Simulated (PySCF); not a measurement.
## Sc²⁺: ionisation energy

Sc²⁺ [Ar] 3d1 (2D) → Sc³⁺ [Ar] (1S), as a difference of total energies. Calculation: PySCF 2.14, in x2c-TZVPPall (6s5p4d2f1g, 64 functions); the spin-free X2C one-electron Hamiltonian (Gaussian nucleus). Correlated levels: valence and next inner shell: [Ne] frozen. The calculations carry no spin-orbit coupling.

| method | ionisation energy (eV) |
| --- | --- |
| UHF | 23.793 |
| PBE0 | 25.143 |
| r2SCAN | 25.070 |
| TPSS | 25.227 |
| M06-2X | 24.764 |
| PW91 | 25.381 |
| B97-3 | 24.977 |
| MP2 (valence and next inner shell) | 23.954 |
| SCS-MP2 (valence and next inner shell) | 23.934 |

Problem. Estimate what PBE gives.

Solution. 25.283 eV, closest to TPSS among the rows shown.

Problem. Estimate what LDA gives.

Solution. 25.328 eV, closest to PW91 among the rows shown.

A first-order spin-orbit estimate (lowest level to lowest level, LS coupling) adds 0.015 eV.

Errors of the correlated levels include the incompleteness of this basis and the frozen core.

For comparison: 24.757 eV (measured; NIST Atomic Spectra Database, ionization energies).
